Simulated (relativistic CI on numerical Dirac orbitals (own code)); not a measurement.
**Hyperfine structure of V9+, mass number 51**

Computed by Dirac-Coulomb-Breit CI, separate exchange-only KLI orbitals for each configuration, QED by a radiative potential, unscaled Slater integrals (own radial code, finite nucleus).

CI space (outside the closed core [Ne]): 3s²3p², 3s3p³, 3s²3p3d, 3p⁴, 3s3p²3d, 3p³3d, 3s3p3d², 3s²3p4s, 3s²3p4p, 3s²3d4p, 3p³4s, 3p³4p, 3s²3p4d, 3s²3d², 3s3d³, 3p²3d², 3p3d³, 3p3d²4s, 3p3d²4p, 3p3d²4d, 3s²3d4s, 3s3d²4s. Double excitations out of closed p, d and f shells are left out; levels of such configurations are missing from the list, as are those of other unlisted configurations, and high levels can miss mixing partners.

Nuclear spin I = 7/2, μ = 5.1464 μN, Q = -0.052 b (tables of Stone and Pyykkö). The electronic factors are computed for point nuclear moments, without core polarisation or the Bohr-Weisskopf and QED corrections.

```tsv
Level	E (cm⁻¹)	A (MHz)	B (MHz)
3s²3p² ³P1	4080.2	147.4	-124
3s²3p² ³P2	9371.4	5378	233
3s²3p² ¹D2	35138.4	6674	-479
3s3p³ ⁵S°2	157304.9	18580	0.0884
3s3p³ ³D°1	220952.2	-11010	-49.7
3s3p³ ³D°2	221060.0	9614	-103
3s3p³ ³D°3	222062.4	16280	28.7
3s3p³ ³P°1	255557.3	22850	62.4
```

Levels with J = 0, under 50 % of one LS term, or S terms without an open s electron are left out. Small factors come from cancelling terms and can be off by tens of per cent or more.

At this charge energies of transitions that change n are usually good to better than 1 %, and those within a shell (Δn = 0) to a few per cent.

Problem. Give the hyperfine levels of 3s²3p² ³P2 relative to its centre of gravity.

Solution. With K = F(F + 1) − I(I + 1) − J(J + 1), E = AK/2 + B[¾K(K + 1) − I(I + 1)J(J + 1)]/[2I(2I − 1)J(2J − 1)]: F = 3/2: -48270, F = 5/2: -34930, F = 7/2: -16200, F = 9/2: 7987, F = 11/2: 37700 MHz.

LS names give the leading component of a level, which can be under half, so a name can repeat, a term be missing and a line seem to break the LS rules.
